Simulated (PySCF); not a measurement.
NbO3, SMILES [O]1[Nb]([O]1)=[O] (connectivity only; charge and spin as stated), neutral, multiplicity 2. Atoms are numbered in the order given.

```xyz
4

Nb     0.2713     0.2496     0.0000
O     -0.7742     1.5913     0.0000
O     -0.3082    -1.4353     0.7197
O     -0.3082    -1.4353    -0.7197
```
Charge 0, spin multiplicity 2.

Coordinates come from a PBE0-D3(BJ)/def2-TZVP optimisation. The spin state was assumed, not searched. The def2 effective core potentials stand for the cores of Nb; spin–orbit coupling is left out.

Computed with PBE0/def2-TZVPD (PySCF).

Mulliken values depend strongly on the basis, most of all with diffuse functions as here. ESP charges are fitted to the potential on shells at 1.4 to 2.0 van der Waals radii. Atomic charges (e):

```tsv
atom	Mulliken	ESP fit	Mulliken spin
Nb1	1.66	___	1.11
O2	-0.76	___	-0.07
O3	-0.45	___	-0.02
O4	-0.45	___	-0.02
```

Problem. Fill in the missing entries. (An estimate is asked for; the answer gives what the named calculation found.)

Solution. 
- Nb1, ESP fit: 1.35
- O2, ESP fit: -0.63
- O3, ESP fit: -0.36
- O4, ESP fit: -0.36
